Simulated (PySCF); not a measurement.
Pb: excitation energy

Pb [Xe] 4f14 5d10 6s2 6p2 (3P) → Pb [Xe] 4f14 5d10 6s1 6p2 7s1 (5P), as a difference of total energies. Calculation: PySCF 2.14, in aug-cc-pwCVTZ-PP with ECP60MDF (8s7p6d4f1g, 96 functions); a scalar-relativistic core potential. Correlated levels: valence: 5s2 5p6 5d10 frozen; valence and next inner shell: nothing frozen outside the core potential. The calculations carry no spin-orbit coupling.

| method | excitation energy (eV) |
| --- | --- |
| UHF | 9.630 |
| LDA | 12.026 |
| PBE | 11.661 |
| PBE0 | 11.387 |
| r2SCAN | 11.506 |
| TPSSh | 11.520 |
| wB97M-V | 11.273 |
| B97-3 | 11.648 |
| r2SCANh | 11.427 |
| MP2 (valence) | 10.344 |
| SCS-MP2 (valence) | 10.615 |
| MP2 (valence and next inner shell) | 11.646 |
| SCS-MP2 (valence and next inner shell) | 11.684 |

Question: How much does correlation contribute at MP2 (valence and next inner shell)?

Answer: 11.646 − (9.630) = 2.016 eV, measured against UHF.

Spin-orbit coupling is strong in these open shells (close to jj coupling). The scalar numbers leave it out and a first-order estimate fails, so it can dominate the gap to the real levels.

The upper state lies above the first ionisation limit. A Rydberg-like electron needs more diffuse functions than a valence basis has.

The promoted electron is Rydberg-like, and one or two diffuse shells describe it only roughly, which tends to raise the upper state.
